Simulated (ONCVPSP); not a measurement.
## What one change does to a pseudopotential (tungsten, ONCV)

- Element: W
- Generator: ONCVPSP 4.0.1
- Type: optimised norm-conserving Vanderbilt (ONCV)
- Functional: PBE
- Relativity: scalar-relativistic
- Frozen core: [Kr] 4d10 4f14
- Valence charge: 14
- Reference configuration: 5s2 5p6 5d4 6s2
- Partial waves: 5s+6s: rc 1.95 bohr, ncon 4, nbas 9, qcut 6.9 1/bohr, 2 projectors; 5p: rc 1.85 bohr, ncon 4, nbas 7, qcut 9.2 1/bohr, 2 projectors, debl 1 Ha; 5d: rc 2.25 bohr, ncon 4, nbas 8, qcut 6 1/bohr, 1 projector; f scattering state at 0.24 Ha: rc 1.85 bohr, ncon 4, nbas 8, qcut 7 1/bohr, local
- Local potential: the f channel
- Core correction: none

In the p channel the program set the typed energies aside and used -1.588, 0.250 Ha.

Change: s: qcut 9.5.

Cutoffs: the cutoffs (Ha) at which the residual kinetic energy of the hardest occupied pseudo-wave falls to 1 and 0.1 mHa per electron; they do not see the model core or the augmentation charge, which bear on the density cutoff. Errors are all-electron minus pseudo energies relative to the spin-unpolarised reference configuration.

**Question.** What does the change do?

**Answer.** The potential gets neither clearly harder nor softer (23 Ha and 29 Ha → 24 Ha and 29 Ha); the lowest positive-energy flag moves from s at 24.8 eV to none; of the 4 tests that both files solve, the error grows in 0 and shrinks in 1 by more than 15 % and 0.3 meV (median size 5.3 → 3.3 meV); the range in which the s phases agree widens (upper end 0.3 → 2.1); neither file shows a bound ghost.

```csv
quantity,base,changed
"cutoff, loose",23 Ha,24 Ha
"cutoff, tight",29 Ha,29 Ha
loose cutoff by channel,"s 15 Ha, p 23 Ha, d 13 Ha","s 24 Ha, p 23 Ha, d 13 Ha"
bound ghosts,none,none
GHOST(+) flags under 300 eV,s at 24.8 eV,none
"error for 5s2 5p6 5d4 6s1, meV [ΔE 8.88 eV]",-2.7,-2.4
"error for 5s2 5p6 5d4 6s0, meV [ΔE 24.56 eV]",-6.6,-3.1
"error for 5s2 5p6 5d3 6s0, meV [ΔE 49.95 eV]",-43,-41
"error for 5s2 5p6 5d4.5 6s1.5, meV [ΔE 0.69 eV]",-3.9,-3.5
s: phases at 1.98 bohr within 0.05 rad from the reference energy up to (Ha; the scan ends near 5),0.3,2.1
p: phases at 1.87 bohr within 0.05 rad from the reference energy up to (Ha; the scan ends near 5),4.9,4.9
d: phases at 2.28 bohr within 0.05 rad from the reference energy up to (Ha; the scan ends near 5),1.0,1.0
f: phases at 1.87 bohr within 0.05 rad from the reference energy up to (Ha; the scan ends near 5),0.8,0.8
```
